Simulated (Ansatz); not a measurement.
Reactions of `N#[C][AlH][OH]`.

Gas-phase electronic energies from Ansatz, PBE0-D4/def2-TZVP geometries. CBS: MP2 limit from def2 TZ/QZ plus the TZ coupled-cluster correction, frozen cores. This one scheme is used for every species. Functionals use def2-TZVPP. For Se outer-core shells are correlated without core-valence functions, which leaves a few kJ/mol of doubt a bond. Scalar relativity is left out up to krypton. One conformer a species, not always the lowest.

```json
{"reaction": "`N#[C][AlH][OH]` + `OCO` → `N#COCO` + `[OH][AlH2]`", "ωB97M-V (kJ/mol)": "156", "r2SCAN-D4 (kJ/mol)": "144", "CCSD/CBS(def2) (kJ/mol)": "169", "PBE0-D4 (kJ/mol)": "143", "CCSD(T)/CBS(def2) (kJ/mol)": "166"}
{"reaction": "`N#[C][AlH][OH]` + CH₃SH → `C[S][AlH][OH]` + `C#N`", "ωB97M-V (kJ/mol)": "-36", "r2SCAN-D4 (kJ/mol)": "-41", "CCSD/CBS(def2) (kJ/mol)": "-37", "PBE0-D4 (kJ/mol)": "-43", "CCSD(T)/CBS(def2) (kJ/mol)": "-39"}
{"reaction": "`N#[C][AlH][OH]` + `C[SeH]` → `C[Se][AlH][OH]` + `C#N`", "ωB97M-V (kJ/mol)": "-43", "r2SCAN-D4 (kJ/mol)": "-48", "CCSD/CBS(def2) (kJ/mol)": "-47", "PBE0-D4 (kJ/mol)": "-51", "CCSD(T)/CBS(def2) (kJ/mol)": "-48"}
{"reaction": "`N#[C][AlH][OH]` + fluoromethane → `[OH][AlH][CH2]F` + `C#N`", "ωB97M-V (kJ/mol)": "91", "r2SCAN-D4 (kJ/mol)": "94", "CCSD/CBS(def2) (kJ/mol)": "96", "PBE0-D4 (kJ/mol)": "91", "CCSD(T)/CBS(def2) (kJ/mol)": "95"}
{"reaction": "`N#[C][AlH][OH]` + H₂O → `N#CO` + `[OH][AlH2]`", "ωB97M-V (kJ/mol)": "156", "r2SCAN-D4 (kJ/mol)": "147", "CCSD/CBS(def2) (kJ/mol)": "171", "PBE0-D4 (kJ/mol)": "143", "CCSD(T)/CBS(def2) (kJ/mol)": "170"}
```

Largest T1 diagnostic: 0.014, for `N#CO`.
